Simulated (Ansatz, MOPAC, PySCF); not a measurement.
Lewis adduct: BH3 (SMILES B) (first 4 atoms) with H2S (SMILES S); geometry from B3LYP-D3(BJ)/def2-TZVP, rigid monomers moved along the line of their centres of mass till B1···S5 is 3.65 Å.
(charge 0, multiplicity 1):
```
atom    x (Å)    y (Å)   z (Å)
----  -------  -------  ------
B     -0.4494  -0.3252  0.6695
H      0.4057  -0.8871  0.0385
H     -1.2478  -1.0569  1.1911
H     -0.8794   0.6904  0.2021
S      1.4796   0.7146  3.5901
H      0.6511   1.5572  4.2351
H      2.2438   1.7206  3.1250
```

Monomers are frozen at their geometry in the pair; levels with a basis set take the counterpoise correction. Rows marked so take none.

Cores are frozen in the correlated methods. CBS(a, b) extrapolates the correlation energy as X⁻³ and adds the Hartree–Fock energy of set b. Rows in 3-21G, 6-311+G**, 6-31G* carry no dispersion term and start afresh at each structure (6-31G* with six Cartesian d functions). MP2/6-31G* freezes PySCF's default core. The state that PM3, PM6, PM7 reach isn't checked; PM7 holds dispersion and hydrogen-bond terms.

Run with Ansatz (a first-principles code) with Gaussian orbitals; MOPAC for PM3, PM6, PM7 (differences of heats of formation); PySCF for 3-21G rows, 6-311+G** rows, 6-31G* rows, the dispersion terms. Values without a source in brackets are computed.

Other levels give for the interaction energy: PBE/def2-TZVPPD -3.25; B3LYP/def2-TZVPPD -2.41; B3LYP-D3(BJ)/def2-TZVPPD -3.26; wB97M-V/def2-TZVPPD -2.99; CCSD(T)/CBS(aug-cc-pV(D+d)Z, aug-cc-pV(T+d)Z) -2.79 kcal/mol.

Q: What do these common cheap choices give for the same quantity: PM3, PM6, PM7, HF/3-21G (no counterpoise), B3LYP/3-21G (no counterpoise), B3LYP/6-311+G** (no counterpoise), M06-2X/6-31G* (no counterpoise), MP2/6-31G* (no counterpoise)?

A: PM3 -2.91; PM6 -1.39; PM7 -1.82; HF/3-21G (no counterpoise) -3.10; B3LYP/3-21G (no counterpoise) -3.70; B3LYP/6-311+G** (no counterpoise) -2.73; M06-2X/6-31G* (no counterpoise) -3.33; MP2/6-31G* (no counterpoise) -2.97 kcal/mol. They span -3.70 to -1.39 kcal/mol.
